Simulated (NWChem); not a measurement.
# C2H6BCl2N; SMILES CN(C)B(Cl)Cl

```xyz
12

B      0.0000     0.0000    -0.2949
Cl     0.0000    -1.5179    -1.2376
Cl     0.0000     1.5179    -1.2376
N      0.0000     0.0000     1.0996
C      0.0000    -1.2124     1.9183
C      0.0000     1.2124     1.9183
H      0.8882    -1.2321     2.5632
H     -0.8882    -1.2321     2.5632
H      0.0000    -2.1029     1.2923
H     -0.8882     1.2321     2.5632
H      0.8882     1.2321     2.5632
H      0.0000     2.1029     1.2923
```
Atoms are numbered in this order, from 1.

Computed with NWChem. Geometry: optimised at B3LYP/6-31G* (spherical d).

For level Hartree-Fock/cc-pVTZ:

- orbital gap (eV): 14.21
- dipole (D): 3.23

Q: What are these values for level Hartree-Fock/cc-pVDZ?

A: The orbital gap (eV) is 14.82 and the dipole (D) comes out as 3.40.
